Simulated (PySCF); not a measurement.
Working out the ionisation energy of Cu⁺

Cu⁺ [Ar] 3d10 (1S) → Cu²⁺ [Ar] 3d9 (2D). Computed with PySCF 2.14 in def2-TZVPPD, with the non-relativistic Hamiltonian (point nucleus). Frozen: [Ar]. Energies in hartree (1 hartree = 27.21139 eV):

```json
{"part": "UHF", "Cu⁺ (lower)": "-1638.686537", "Cu²⁺ (upper)": "-1638.048219"}
{"part": "CCSD correlation", "Cu⁺ (lower)": "-0.392301", "Cu²⁺ (upper)": "-0.299231"}
{"part": "(T)", "Cu⁺ (lower)": "-0.012872", "Cu²⁺ (upper)": "-0.006221"}
```

Question: What does Hartree-Fock give?

Answer: (-1638.048219) − (-1638.686537) = 0.638318 hartree = 17.370 eV.

Question: What do CCSD and CCSD(T) give?

Answer: The CCSD correlation energies differ by 0.093070 hartree = 2.533 eV and the triples by 0.006651 hartree = 0.181 eV, so CCSD gives 19.903 eV and CCSD(T) 20.084 eV.

A first-order spin-orbit estimate adds -0.105 eV to CCSD(T) (valence), giving 19.979 eV against 20.292 eV (measured; NIST Atomic Spectra Database, ionization energies).

The calculation is non-relativistic.

What remains against the reference includes basis incompleteness, the frozen core and higher excitations.
